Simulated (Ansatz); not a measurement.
C₃H₉HfIO₃ (`C[O][Hf]([I])([O]C)[O]C`). Charge 0, multiplicity 1. Correlated methods freeze the filled d shell of I. Correlated methods include outer-core shells of Hf, which these sets cover unevenly. Hf, I: def2 effective core potential.

```xyz
17

C    -0.656   -2.811    1.112
O    -0.523   -1.435    0.983
Hf   -0.288    0.432    0.677
I    -1.218    1.831    2.873
O    -1.273    0.966   -0.865
C    -1.932    1.290   -2.043
O     1.562    0.819    0.431
C     2.909    1.038    0.173
H    -1.317   -3.211    0.336
H     0.319   -3.303    1.025
H    -1.082   -3.059    2.090
H    -2.415    0.406   -2.472
H    -2.701    2.044   -1.850
H    -1.230    1.694   -2.780
H     3.325    1.737    0.905
H     3.047    1.462   -0.827
H     3.471    0.100    0.232
```

Task: Give the diagnostics of a CCSD(T)/def2-TZVPP run (frozen core, Ansatz). (Estimate.)

Result: The calculation gave: T1 = 0.0153, largest single amplitude 0.035, largest double 0.020, (T) share of the correlation energy 3.9 %, 10 CCSD cycles. The RHF solution is stable towards an unrestricted one. T1 lies under the customary mark of 0.02 for closed shells.
